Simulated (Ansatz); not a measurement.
```yaml
crystal:
  periodic: [false, false, false]
  atoms:
    - {symbol: B, position_ang: [-0.805066, 1.305454, 0.078181]}
    - {symbol: Si, position_ang: [0.472996, 0.792116, -1.320624]}
    - {symbol: S, position_ang: [0.738447, 0.278032, 0.837789]}
    - {symbol: C, position_ang: [0.109692, -1.416939, 0.869902]}
    - {symbol: H, position_ang: [-0.718892, 2.439306, 0.451940]}
    - {symbol: H, position_ang: [-1.822585, 0.691359, 0.212202]}
    - {symbol: H, position_ang: [1.642891, 1.608976, -1.730219]}
    - {symbol: H, position_ang: [0.498179, -0.509415, -2.037805]}
    - {symbol: H, position_ang: [-0.369977, -1.574651, 1.835470]}
    - {symbol: H, position_ang: [0.941304, -2.109433, 0.747686]}
    - {symbol: H, position_ang: [-0.621589, -1.561806, 0.076178]}
basis:
  gaussian: {orbitals: def2-TZVPD}
hamiltonian: {xc: {name: wB97X-D}}
```

```sh
$ ansatz run in.yaml --threads 2 --pin off --events-out ev --progress --plain --max-ram 4352MiB
```

Output, abridged:

```
Error: YAML parse error: error: line 17 column 19: hamiltonian.xc: no functional is named "wB97X-D"; the names, which are not case-sensitive, are SVWN5, SPW92, PBE, PBE0, PBEsol, revPBE, revPBE0, RPBE, rPW86-PBE, HSE06, wPBEh, LC-wPBE, HISS, HF, BLYP, B3LYP, B3LYP5, BHLYP, CAM-B3LYP, r2SCAN, r2SCANh, r2SCAN0, r2SCAN50, m-r2SCAN, B97, wB97, wB97X, wB97X-V, B97M-V, wB97M-V, B2PLYP, B2GP-PLYP, PBE0-DH, PBE-QIDH
15 | basis:
16 |   gaussian: {orbitals: def2-TZVPD}
17 | hamiltonian: {xc: {name: wB97X-D}}
```

Question: What is wrong with this run?

Answer: The method's name isn't one that the program takes here. The program refused the input.

HSE06 is defined as in plane-wave codes.
